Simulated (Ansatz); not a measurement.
silylarsine (H$_{5}$AsSi), singlet, geometry from GFN2-xTB; CAM-B3LYP/pcseg-1 run with Ansatz (a first-principles code).

Input for Ansatz:
Ansatz 0.2 input:
```yaml
crystal:
  periodic: [false, false, false]
  atoms:
    - {symbol: Si, position_ang: [-1.49296222, 0.17053097, 0.31614310]}
    - {symbol: As, position_ang: [0.75371282, -0.07592101, -0.21903957]}
    - {symbol: H, position_ang: [-2.29367511, -0.77990177, -0.46688108]}
    - {symbol: H, position_ang: [-1.93901103, 1.52536083, -0.03432123]}
    - {symbol: H, position_ang: [-1.81909019, -0.04494677, 1.73089424]}
    - {symbol: H, position_ang: [0.88634284, -1.32044560, 0.60966261]}
    - {symbol: H, position_ang: [1.19438155, 0.73789324, 0.96294779]}
basis:
  gaussian:
    orbitals: pcseg-1.json
hamiltonian:
  xc: cam_b3lyp
```
The basis file holds pcseg-1 in the JSON format of the Basis Set Exchange.

The log (banner, timings and long lists left out):

```
Functional definition: CAM-B3LYP
672 factors; integrals over basis functions are off by at most 1.4e-3 eV
235 factors; integrals over basis functions are off by at most 1.7e-5 eV
mean field evaluation 1: about -68796.2629 eV, gradient 6.8e0 eV
mean field evaluation 2: about -68796.4692 eV, gradient 1.9e0 eV
mean field evaluation 4: about -68796.4826 eV, gradient 6.7e-1 eV
mean field evaluation 8: about -68796.5191 eV, gradient 5.3e-3 eV
mean field -68796.51907839 eV, -2528.2254441753 hartree, gradient 1.6e-5 eV, S^2 0.000000; 0 other end points of the search recorded, 0 dependent functions left out
reference -68796.51919502 eV, -2528.2254484615 hartree; 26, 26 occupied and 44, 44 virtual orbitals, 672 factors
Total energy: -68796.51919502 eV, -2528.2254484615 hartree
```
